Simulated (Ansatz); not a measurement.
Cost and result for the atomization energy of `C[SiH](N)BCl` (12 atoms, 11 bonds).

| atom | x (Å) | y (Å) | z (Å) |
| --- | --- | --- | --- |
| C1 | -1.608 | 0.326 | 0.030 |
| Si2 | 0.210 | 0.168 | -0.373 |
| N3 | 0.527 | -1.423 | -0.966 |
| B4 | 1.400 | 0.481 | 1.224 |
| Cl5 | 0.979 | 1.731 | 2.369 |
| H6 | -1.820 | 1.318 | 0.434 |
| H7 | -1.912 | -0.421 | 0.766 |
| H8 | -2.221 | 0.192 | -0.866 |
| H9 | 0.543 | 1.272 | -1.339 |
| H10 | 1.477 | -1.758 | -0.990 |
| H11 | 0.008 | -1.784 | -1.752 |
| H12 | 2.417 | -0.102 | 1.462 |

The species carries charge 0 and has multiplicity 1. The structure was optimised at the PBE0-D4/def2-TZVP level. It is one conformer, not always the lowest. Program: Ansatz. All runs use 4 threads of an INTEL XEON PLATINUM 8581C on a shared host. Times are those of one run each, without the atoms' runs, and a repeat can differ threefold. Electronic energies, without spin–orbit coupling; frozen cores. CCSD(T)/CBS adds CCSD(T) − MP2 in def2-TZVPP to the MP2 limit, and its time is that of the two runs behind it. T1 = 0.012.

CCSD(T)/CBS is a level of theory with its own doubt, some kJ/mol a heavy atom from the limit and from the frozen cores, so smaller differences don't rank the functionals.

```csv
level,functions,wall time,atomization (kJ/mol),difference from CCSD(T)/CBS,per bond
LDA (SPW92)/def2-TZVPP,275,0.95 s,4744.6,547.3,49.8
revPBE-D4/def2-TZVPP,275,1.3 s,4169.0,-28.3,-2.6
PBE-D4/def2-TZVPP (with forces),275,1.6 s,4259.2,61.9,5.6
PBE0-D4/def2-TZVPP,275,2.1 s,4210.6,13.3,1.2
CAM-B3LYP-D4/def2-TZVPP,275,2.5 s,4224.5,27.2,2.5
r2SCAN-D4/def2-TZVPP (with forces),275,2.6 s,4213.8,16.5,1.5
CCSD(T)/def2-SVP,113,2.8 s,3939.1,-258.2,-23.5
r2SCANh-D4/def2-TZVPP,275,2.9 s,4194.9,-2.4,-0.2
B2PLYP/def2-TZVPP,275,3.6 s,4157.5,-39.8,-3.6
B97M-V/def2-TZVPP,275,4.6 s,4227.2,29.9,2.7
MP2/def2-QZVPP,521,16 s,4198.1,0.8,0.1
CCSD(T)/def2-TZVPP,275,76 s,4085.9,-111.4,-10.1
CCSD(T)/CBS(def2),–,92 s,4197.3,0.0,0.0
```

From BLYP to BHLYP (50 % exact exchange), in def2-TZVPP and without D4, the atomization energy moves by −40.3 kJ/mol: exact exchange takes away binding that semilocal exchange gives to molecules. Leaving LDA and LC-ωPBE aside and taking each functional with its dispersion term where it has one, the values, not all of them listed here, spread over 136.3 kJ/mol, from BHLYP-D4 to PBE-D4. LDA lies +511.5 kJ/mol from PBE without D4, its usual overbinding. In def2-TZVPP, CCSD(T) changes the Hartree–Fock value by +959.6 kJ/mol (the triples alone add +53.9 kJ/mol) and MP2 by +1005.8 kJ/mol; breaking electron pairs costs correlation energy, which Hartree–Fock lacks.
